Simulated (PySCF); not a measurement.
# One molecule, several mistakes: BH3NOSi anion

These are calculations, not measurements. The program is PySCF 2.14.0, an open-source quantum chemistry code, run on an isolated molecule that a program drew, which may never have been made. The molecule is BH3NOSi anion (charge -1, singlet), drawn as the SMILES string `OB=N[SiH2-]`.

Each row is a Hartree-Fock (HF) and frozen-core CCSD(T) single point in the aug-cc-pV(D+d)Z basis, meant for a local HF minimum. Run 1 is clean. Each other run has one planted mistake out of seven kinds, and not every kind appears here: one electron removed, one electron added, multiplicity raised by two, geometry at a saddle point, minimal basis STO-3G, one bond length entered in bohr, all coordinates scaled. The reference is restricted for singlets and unrestricted otherwise, and also for a bond in bohr. Adding or removing an electron swaps singlet and doublet. Electrons count all cores. HOMO and LUMO are orbital energies over both spins, the gradient is its largest component, and the lowest frequency (negative if imaginary) is given only where the gradient is small. Bond lengths are over the 6 bonds as drawn. T1 is the CCSD diagnostic: over 0.02 (restricted) or 0.045 (unrestricted) a single reference is doubtful.

Geometry of the clean run:
```xyz
7
BH3NOSi anion, angstrom
O     0.3869   -2.0721    1.7004
B     0.1746   -1.0708    0.8091
N    -0.0168   -0.1585   -0.0018
Si   -0.1246    1.2576   -1.1417
H    -0.3170   -2.6982    1.7142
H    -1.5528    1.7296   -0.8030
H    -0.5317    0.5028   -2.4230
```

| run | electrons | basis functions | <S^2> | HOMO (eV) | LUMO (eV) | gradient (hartree/bohr) | lowest frequency (cm^-1) | mean bond (Å) | longest bond (Å) | T1 | HF (hartree) | CCSD(T) (hartree) | mistake |
|---|---|---|---|---|---|---|---|---|---|---|---|---|---|
| 1 | 38 | 128 | 0.000 | -1.54 | 3.23 | 3.5e-05 | 104 | 1.4066 | 1.821 | 0.0162 | -444.74196 | -445.35763 | no fault |
| 2 | 38 | 128 | 0.000 | -1.46 | 3.23 | 1.5e-02 | - | 1.3897 | 1.799 | 0.0159 | -444.74084 | -445.35329 | all coordinates scaled |
| 3 | 38 | 27 | 0.000 | 2.69 | 17.54 | 6.4e-02 | - | 1.4066 | 1.821 | 0.0148 | -439.16311 | -439.39229 | minimal basis STO-3G |
| 4 | 38 | 128 | 0.471 | -1.25 | 3.10 | 1.8e-02 | - | 1.6352 | 2.914 | 0.0530 | -444.66642 | -445.28291 | one bond length entered in bohr |
| 5 | 38 | 128 | 2.006 | 0.59 | 2.68 | 8.1e-02 | - | 1.4066 | 1.821 | 0.0362 | -444.70090 | -445.28949 | ? |
| 6 | 37 | 128 | 0.755 | -9.62 | 0.32 | 6.9e-02 | - | 1.4066 | 1.821 | 0.0168 | -444.72659 | -445.30354 | ? |

**Which mistake was planted in run 5, and what did it cost?**

Electrons, basis and geometry are unchanged, and <S^2> is 2.006, beside S(S+1) = 2.00 for a multiplicity of 3. So the mistake is: multiplicity raised by two. Subtracting run 1 and multiplying by 627.51 kcal/mol a hartree, the energy moved by 25.8 kcal/mol in HF and 42.8 kcal/mol in CCSD(T).

**Which mistake was planted in run 6, and what did it cost?**

It counts 37 electrons, one fewer than the clean run, at the same geometry and basis. So the mistake is: one electron removed. Subtracting run 1 and multiplying by 627.51 kcal/mol a hartree, the energy moved by 9.6 kcal/mol in HF and 33.9 kcal/mol in CCSD(T).

Cautions from the logs. Run 3: the HOMO is above zero, so the electron isn't bound and the energy depends on the basis; run 4: T1 is over the limit, so its CCSD(T) energy is less reliable; run 5: the HOMO is above zero, so the electron isn't bound and the energy depends on the basis.
